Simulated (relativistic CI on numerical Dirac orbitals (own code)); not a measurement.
## Slater and spin-orbit integrals, Eu¹⁵⁺

Computed by Dirac-Coulomb-Breit CI, separate exchange-only KLI orbitals for each configuration, a model potential for QED, unscaled Slater integrals (own radial code, finite nucleus).

Slater integrals F^k, G^k are unscaled and averaged over j, outside the closed core [Kr]; ζ comes from projecting the Hamiltonian with its Breit term on Σ l·s of the shell.

- 4d10 4f2: F^2(4f,4f) = 154210, F^4(4f,4f) = 99206, F^6(4f,4f) = 72121, ζ(4f) = 1962.9 cm⁻¹; <r>(4f) = 0.6586, <r^2>(4f) = 0.5069 (bohr units).
- 4d10 4f 5s: ζ(4f) = 2061.1, G^3(4f,5s) = 29689 cm⁻¹; <r>(4f) = 0.6493, <r^2>(4f) = 0.4928, <r>(5s) = 1.104, <r^2>(5s) = 1.356 (bohr units).
- 4d10 5s 5p: G^1(5s,5p) = 118260, ζ(5p) = 46691 cm⁻¹; <r>(5s) = 1.096, <r^2>(5s) = 1.337, <r>(5p) = 1.169, <r^2>(5p) = 1.524 (bohr units).

Averages of the first 10 configurations, taken without configuration mixing, which lowers the lowest level and can move excited configurations by several eV; other configurations of the list can lie among them:

```json
{"Configuration": "4d10 4f2", "Parity": "even", "States": "91", "Average energy above the lowest level (eV)": "2.8"}
{"Configuration": "4d10 4f 5s", "Parity": "odd", "States": "28", "Average energy above the lowest level (eV)": "9.3"}
{"Configuration": "4d10 5s2", "Parity": "even", "States": "1", "Average energy above the lowest level (eV)": "22.0"}
{"Configuration": "4d10 5s 5p", "Parity": "odd", "States": "12", "Average energy above the lowest level (eV)": "52.0"}
{"Configuration": "4d10 4f 5p", "Parity": "even", "States": "84", "Average energy above the lowest level (eV)": "41.4"}
{"Configuration": "4d10 5p2", "Parity": "even", "States": "15", "Average energy above the lowest level (eV)": "86.1"}
{"Configuration": "4d10 5s 5d", "Parity": "even", "States": "20", "Average energy above the lowest level (eV)": "100.1"}
{"Configuration": "4d10 4f 5d", "Parity": "odd", "States": "140", "Average energy above the lowest level (eV)": "87.4"}
{"Configuration": "4d9 4f3", "Parity": "odd", "States": "3640", "Average energy above the lowest level (eV)": "147.3"}
{"Configuration": "4d10 5p 5d", "Parity": "odd", "States": "60", "Average energy above the lowest level (eV)": "132.5"}
```
